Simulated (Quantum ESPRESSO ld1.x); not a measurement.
Values are calculated unless marked as measured or tabulated.
One sound ld1.x (Quantum ESPRESSO 7.5) input for neutral carbon gives E = -37.441 hartree in 27 iterations:

```
 &input
    zed=6.0,
    iswitch=1,
    rel=2,
    dft='PZ',
    config='[He] 2s2 2p2',
    lsmall=.true.,
    prefix='ld1',
    max_out_wfc=37,
    file_charge='ld1.rho',
 /
```

Changed or added lines, one case at a time, and what came of them:

- rel=1 lsd=1 dft='PW91': silently wrong. The run ends normally, but in this build (ld1.x 7.5) Etot and Exc of a spin-polarised run lack the gradient corrections of exchange and correlation and come out near their LSDA values (nitrogen, PBE: -54.132 hartree against -54.536 from two other codes). The eigenvalues and orbitals are those of the GGA; the energies must not be used.
- lsd=2: refused. The program stops in ld1_readin with "lsd not correct": lsd takes 0 or 1.
- config='[He] 2s2 2p2 3p2': spurious. The string holds 8 electrons for Z = 6, so the species has charge -2 and is not the one meant. The equations of the added shell fail (the log warns of at least one error in the KS equations), so the printed solution is spurious even though the residual is small.
- iswitch=5: refused. The program stops in ld1_readin with "wrong iswitch": iswitch takes 1 to 4.
- zval=1: refused. The program stops in ld1_readin with "reading input namelist": the namelist holds a keyword that &input does not know.
- lsd=1: refused. The program stops in ld1_readin with "local spin density and spin-orbit not allowed": spin polarisation goes with rel = 0 or 1 alone.
- tr2=1e-30: usable despite the warning. The threshold lies below the rounding noise, so the cycle runs to its limit and warns, but the energy differs from the sound run by less than 1e-5 hartree.
